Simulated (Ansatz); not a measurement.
Abstraction of F: CH6F2Si2 + Si2H3F2 → CH6FSi2 + Si2H3F3

Gas-phase species: CH6F2Si2 `F[SiH2]C[SiH2]F`, singlet; Si2H3F2 `F[SiH][SiH2]F`, doublet; CH6FSi2 `F[SiH2]C[SiH2]`, doublet; Si2H3F3 `F[SiH2][SiH](F)F`, singlet. A radical takes F: the energy is the difference in strength between two Si–F bonds in different surroundings.

Shapes, held fixed at every level: PBE0-D4/def2-TZVP. Flexible molecules stand in one conformer, not always the lowest. Programs: Ansatz 0.2.0. Electronic energies: no zero-point or thermal term.

Task: Estimate ΔE of this reaction.

Result: The highest level, CCSD(T)/CBS estimate, gives ΔE = +0.4 kJ/mol; the levels span -2.2 to +1.8. That is about zero within the method's error. They disagree on the sign: 5 of 7 are positive. The column of differences is taken from that level and isn't an error. No measured value is set beside it here. Open shells run unrestricted. The CBS estimate extrapolates MP2 from def2-TZVPP and def2-QZVPP and adds CCSD(T) − MP2 in the triple-zeta set, cores frozen.

```csv
level,kind,ΔE (kJ/mol),less CCSD(T)/CBS estimate
MP2/def2-TZVPP,perturbation theory,-2.2,-2.6
PBE-D4/def2-TZVPP,GGA,+1.5,+1.1
B3LYP-D4/def2-TZVPP,global hybrid,+1.2,+0.8
PBE0-D4/def2-TZVPP,global hybrid,+0.3,-0.1
B2PLYP/def2-TZVPP,double hybrid,+1.8,+1.4
CCSD(T)/def2-TZVPP,coupled cluster or CI,-1.8,-2.2
CCSD(T)/CBS estimate,coupled cluster or CI,+0.4,0.0
```
